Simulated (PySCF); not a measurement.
C₄H₇NO₂Si₂.
Geometry (GFN2-xTB, Å), atoms numbered from 1 in this order:
```
atom  x, y, z in Å
C1    -1.2196   -1.3075   -1.5094
C2    -1.5850   -0.3504   -0.6693
Si3   -0.3878    0.6408    0.4092
O4    -0.9416    2.1487    0.6793
C5    -0.3968   -0.2208    2.1319
O6    -0.7953    0.3771    3.1036
Si7    1.7266    0.8863   -0.4959
C8     2.4395   -0.8298   -0.6990
N9     2.8484   -1.8940   -0.8211
H10   -0.1870   -1.5927   -1.6378
H11   -1.9333   -1.8537   -2.1063
H12   -2.6400   -0.1088   -0.5926
H13   -1.3823    2.3607    1.5014
H14   -0.0382   -1.2630    2.2406
H15    2.7363    1.5837    0.3116
H16    1.7482    1.4322   -1.8577
```

Mayer bond orders were computed from the PBE0/pcSseg-1 density (PySCF). Geometry: GFN2-xTB, one conformer, isolated molecule.

Question: Rank these bonds by Mayer order, highest first.
A. C8–N9
B. C1–C2
C. Si3–Si7
D. Si3–O4
E. Si7–C8

Answer: A (2.92), B (1.97), D (1.08), C (0.89), E (0.80).

Q: Set the orders of all bonds between heavy atoms beside their lengths and the difference of the IAO charges at their ends.

A: 
| bond | Mayer order | length (Å) | q(first) − q(second) (e) |
| --- | --- | --- | --- |
| C8–N9 | 2.916 | 1.147 | +0.048 |
| C1–C2 | 1.969 | 1.325 | +0.176 |
| C5–O6 | 1.921 | 1.208 | +0.356 |
| Si3–O4 | 1.081 | 1.629 | +1.770 |
| Si3–Si7 | 0.887 | 2.313 | +0.558 |
| C2–Si3 | 0.848 | 1.892 | -1.421 |
| Si7–C8 | 0.803 | 1.869 | +0.576 |
| Si3–C5 | 0.787 | 1.926 | +0.985 |

The Mayer order sums products of elements of PS (density times overlap matrix) between the two atoms' basis functions, so it depends on the basis set.

These values come from a run that also computed NMR shieldings. On one thread of an Arm Neoverse V1, shared host, this took 54 s wall (grids of density and orbitals included) and 0.91 GiB of memory at its peak.
